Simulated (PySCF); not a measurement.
Mo(O)2(NH2)(Me) (CH5MoNO2), SMILES [O]=[Mo]([NH2])(=[O])[CH3], multiplicity 1.

The structure is a stationary point at B3LYP-D3(BJ)/def2-SVP. The spin state was assumed, not searched. The structure was generated by enumeration; whether it is a known compound was not checked. The def2 effective core potentials stand for the cores of Mo; spin–orbit coupling is left out. One conformer was computed; it need not be the lowest.

The numbers are results of HF/def2-TZVP in PySCF, not measurements.

Symmetry labels are those of the subgroup Cs that the program uses (full group Cs).

Computed valence orbital energies around the gap with their symmetry:
| orbital | symmetry | energy (eV) |
|---|---|---|
| HOMO−7 | A' | -15.79 |
| HOMO−6 | A" | -15.52 |
| HOMO−5 | A" | -14.32 |
| HOMO−4 | A' | -14.30 |
| HOMO−3 | A' | -13.49 |
| HOMO−2 | A" | -12.83 |
| HOMO−1 | A' | -12.14 |
| HOMO | A' | -11.96 |
| LUMO | A' | 1.41 |
| LUMO+1 | A' | 1.81 |
| LUMO+2 | A" | 1.96 |
| LUMO+3 | A' | 2.50 |
